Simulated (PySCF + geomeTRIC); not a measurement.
All values below come from BP86-D3(BJ)/def2-SVP run with PySCF + geomeTRIC. fastk is a local helper that only speeds up exchange builds. No frequencies were computed at this level.

```python
import json, numpy as np
from pyscf import gto, dft
from fastk import lowrank_exchange
atoms = """
Sc    -0.095471    -0.071217    -0.016792
N     -0.985808    -1.580147     0.894441
H     -0.817170    -2.581287     0.776396
H     -1.724039    -1.546724     1.601121
Br     1.688250    -0.326948    -1.715856
Br    -0.620732     2.312311     0.402509
"""
def scf(charge, spin, dm0=None):
    mol = gto.M(atom=atoms, basis='def2-svp', ecp={}, charge=charge, spin=spin, verbose=3, max_memory=10080)
    mf = dft.KS(mol, xc='bp86').density_fit(auxbasis="def2-universal-jkfit")
    mf.disp = 'd3bj'
    mf.grids.level = 3
    mf.conv_tol = 1e-8
    mf.max_cycle = 120
    mf.level_shift = 0.25
    mf.kernel(dm0)
    if not mf.converged:
        mf = mf.newton().run(mf.mo_coeff, mf.mo_occ).undo_soscf()
    return mf
mf = scf(0, 0)
from pyscf.geomopt.geometric_solver import kernel as optimize
path = []
done, mol = optimize(mf, maxsteps=120, assert_convergence=False, callback=lambda env: path.append((env["energy"], bool(env["g_scanner"].converged))))
res = dict(converged=bool(done and path[-1][1]), energy=path[-1][0], path=[e for e, c in path], xyz=mol.atom_coords(unit="Angstrom").tolist(), nao=mol.nao)
json.dump(res, open("result.json", "w"))
```

Output:

```
converged SCF energy = -5965.06682688768
Geometry optimization cycle 1
converged SCF energy = -5965.06682688469
cycle 1: E = -5965.06682688  dE = -5965.07  norm(grad) = 0.0204347
Geometry optimization cycle 2
converged SCF energy = -5965.06887138362
cycle 2: E = -5965.06887138  dE = -0.0020445  norm(grad) = 0.00887461
Geometry optimization cycle 3
converged SCF energy = -5965.06956783637
cycle 3: E = -5965.06956784  dE = -0.000696453  norm(grad) = 0.00669568
Geometry optimization cycle 4
converged SCF energy = -5965.07021748763
cycle 4: E = -5965.07021749  dE = -0.000649651  norm(grad) = 0.00290273
Geometry optimization cycle 5
converged SCF energy = -5965.07039744719
cycle 5: E = -5965.07039745  dE = -0.00017996  norm(grad) = 0.00158219
Geometry optimization cycle 6
converged SCF energy = -5965.07046687207
cycle 6: E = -5965.07046687  dE = -6.94249e-05  norm(grad) = 0.000528336
Geometry optimization cycle 7
converged SCF energy = -5965.07047279631
cycle 7: E = -5965.0704728  dE = -5.92423e-06  norm(grad) = 0.000585711
Geometry optimization cycle 8
converged SCF energy = -5965.07047521642
cycle 8: E = -5965.07047522  dE = -2.42012e-06  norm(grad) = 0.000571106
Geometry optimization cycle 9
converged SCF energy = -5965.07047723737
cycle 9: E = -5965.07047724  dE = -2.02095e-06  norm(grad) = 0.000358424
Geometry optimization cycle 10
converged SCF energy = -5965.0704792561
cycle 10: E = -5965.07047926  dE = -2.01873e-06  norm(grad) = 0.000122406
Geometry optimization cycle 11
converged SCF energy = -5965.07048103411
cycle 11: E = -5965.07048103  dE = -1.77801e-06  norm(grad) = 0.000249804
Geometry optimization cycle 12
converged SCF energy = -5965.07048407709
cycle 12: E = -5965.07048408  dE = -3.04298e-06  norm(grad) = 0.00051552
Geometry optimization cycle 13
converged SCF energy = -5965.07049075289
cycle 13: E = -5965.07049075  dE = -6.6758e-06  norm(grad) = 0.00104113
Geometry optimization cycle 14
converged SCF energy = -5965.07049421832
cycle 14: E = -5965.07049422  dE = -3.46543e-06  norm(grad) = 0.00174924
Geometry optimization cycle 15
converged SCF energy = -5965.07050100148
cycle 15: E = -5965.070501  dE = -6.78316e-06  norm(grad) = 0.00149744
Geometry optimization cycle 16
converged SCF energy = -5965.07051142777
cycle 16: E = -5965.07051143  dE = -1.04263e-05  norm(grad) = 0.000192926
Geometry optimization cycle 17
converged SCF energy = -5965.07051233674
cycle 17: E = -5965.07051234  dE = -9.08974e-07  norm(grad) = 8.45708e-05
<class 'geometric.internal.Distance'> : 5
<class 'geometric.internal.Angle'> : 4
<class 'geometric.internal.OutOfPlane'> : 2
<class 'geometric.internal.Dihedral'> : 4
<class 'geometric.internal.TranslationX'> : 1
<class 'geometric.internal.TranslationY'> : 1
<class 'geometric.internal.TranslationZ'> : 1
<class 'geometric.internal.RotationA'> : 1
<class 'geometric.internal.RotationB'> : 1
<class 'geometric.internal.RotationC'> : 1
Step    0 : Gradient = 8.342e-03/1.214e-02 (rms/max) Energy = -5965.0668268847
Step    1 : Displace = 7.806e-02/1.309e-01 (rms/max) Trust = 1.000e-01 (=) Grad = 3.623e-03/5.926e-03 (rms/max) E (change) = -5965.0688713836 (-2.044e-03) Quality = 1.104
Step    2 : Displace = 5.001e-02/8.915e-02 (rms/max) Trust = 1.414e-01 (+) Grad = 2.733e-03/4.187e-03 (rms/max) E (change) = -5965.0695678364 (-6.965e-04) Quality = 1.509
Step    3 : Displace = 6.941e-02/1.108e-01 (rms/max) Trust = 2.000e-01 (+) Grad = 1.185e-03/2.043e-03 (rms/max) E (change) = -5965.0702174876 (-6.497e-04) Quality = 1.276
Step    4 : Displace = 3.231e-02/5.715e-02 (rms/max) Trust = 2.828e-01 (+) Grad = 6.459e-04/1.144e-03 (rms/max) E (change) = -5965.0703974472 (-1.800e-04) Quality = 1.444
Step    5 : Displace = 2.877e-02/4.741e-02 (rms/max) Trust = 3.000e-01 (+) Grad = 2.157e-04/3.901e-04 (rms/max) E (change) = -5965.0704668721 (-6.942e-05) Quality = 1.187
Step    6 : Displace = 8.710e-03/1.203e-02 (rms/max) Trust = 3.000e-01 (=) Grad = 2.391e-04/4.221e-04 (rms/max) E (change) = -5965.0704727963 (-5.924e-06) Quality = 1.079
Step    7 : Displace = 6.306e-03/9.086e-03 (rms/max) Trust = 3.000e-01 (=) Grad = 2.332e-04/4.685e-04 (rms/max) E (change) = -5965.0704752164 (-2.420e-06) Quality = 0.896
Step    8 : Displace = 4.597e-03/6.606e-03 (rms/max) Trust = 3.000e-01 (=) Grad = 1.463e-04/2.853e-04 (rms/max) E (change) = -5965.0704772374 (-2.021e-06) Quality = 1.105
Step    9 : Displace = 2.609e-03/4.481e-03 (rms/max) Trust = 3.000e-01 (=) Grad = 4.997e-05/6.605e-05 (rms/max) E (change) = -5965.0704792561 (-2.019e-06) Quality = 1.737
Step   10 : Displace = 1.350e-03/2.062e-03 (rms/max) Trust = 3.000e-01 (=) Grad = 1.020e-04/2.031e-04 (rms/max) E (change) = -5965.0704810341 (-1.778e-06) Quality = 2.674
Step   11 : Displace = 1.737e-03/2.675e-03 (rms/max) Trust = 3.000e-01 (=) Grad = 2.105e-04/4.431e-04 (rms/max) E (change) = -5965.0704840771 (-3.043e-06) Quality = 2.804
Step   12 : Displace = 3.354e-03/5.385e-03 (rms/max) Trust = 3.000e-01 (=) Grad = 4.250e-04/8.900e-04 (rms/max) E (change) = -5965.0704907529 (-6.676e-06) Quality = 2.220
Step   13 : Displace = 4.101e-03/6.595e-03 (rms/max) Trust = 3.000e-01 (=) Grad = 7.141e-04/1.485e-03 (rms/max) E (change) = -5965.0704942183 (-3.465e-06) Quality = 0.578
Step   14 : Displace = 1.673e-03/2.300e-03 (rms/max) Trust = 3.000e-01 (=) Grad = 6.113e-04/1.271e-03 (rms/max) E (change) = -5965.0705010015 (-6.783e-06) Quality = 1.382
Step   15 : Displace = 1.056e-02/1.608e-02 (rms/max) Trust = 3.000e-01 (=) Grad = 7.876e-05/1.375e-04 (rms/max) E (change) = -5965.0705114278 (-1.043e-05) Quality = 0.492
Step   16 : Displace = 9.333e-04/1.352e-03 (rms/max) Trust = 3.000e-01 (=) Grad = 3.453e-05/5.301e-05 (rms/max) E (change) = -5965.0705123367 (-9.090e-07) Quality = 2.468
Converged! =D
```

Cost: very roughly 8 core-minutes.
